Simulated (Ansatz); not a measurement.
```yaml
crystal:
  periodic: [false, false, false]
  atoms:
    - {symbol: Cl, position_ang: [-0.814640, -0.356201, 1.837663]}
    - {symbol: Si, position_ang: [0.001165, -0.078543, 0.002877]}
    - {symbol: Cl, position_ang: [1.778152, -1.050435, -0.079709]}
    - {symbol: Cl, position_ang: [-1.241521, -0.862096, -1.393853]}
    - {symbol: I, position_ang: [0.326844, 2.273576, -0.408380]}
basis:
  gaussian: {orbitals: def2-TZVP, fitting: {mean_field: cc-pVTZ-jkfit}}
hamiltonian: {xc: {name: PBE0-DH}}
output: {forces: true}
```

```sh
$ ansatz run in.yaml --threads 4 --pin off --events-out ev --progress --plain --max-ram 10444MiB
```

Question: How does Ansatz answer? (An estimate is asked.)

Answer: Computed: The input was rejected before any iteration.
```
Functional definition: PBE0-DH
Error: <dir> the basis set cc-pVTZ-JKFIT has no functions for I
```
